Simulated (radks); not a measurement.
Values are calculated unless marked as measured or tabulated.
Species: Cs33+. Configuration: [Ar] 3d4. Level of theory: Dirac Kohn-Sham, relativistic LDA (MacDonald-Vosko exchange, VWN5 correlation), spin-unpolarised, spherical densities, finite nucleus; open shells fill j = l - 1/2 first; Fermi nuclear charge, rms radius 4.8041 fm (a radial shooting solver on a logarithmic mesh with Libxc functionals).

Normalised radial functions P(r) = r R(r) (large component), r in bohr:

```
   r/bohr * 2p1/2 (the largest magnitude, 3.11, reaches the edge; | marks zero)
   0.0022 |*
 0.003055 |*
  0.00424 | *
 0.005886 |   *
 0.008171 |     *
  0.01134 |        *
  0.01587 |              *
  0.02204 |                      *
  0.03059 |                                *
  0.04246 |                                            *
  0.05895 |                                                     *
  0.08183 |                                                      *
   0.1136 |                                             *
    0.159 |                           *
   0.2207 |          *
   0.3063 |  *
   0.4252 *
   0.5903 *
   0.8195 *
```

2p1/2: eigenvalue -6804.6 eV, 0 radial nodes, <r> = 0.0937 bohr, 90 % of the charge inside 0.154 bohr.
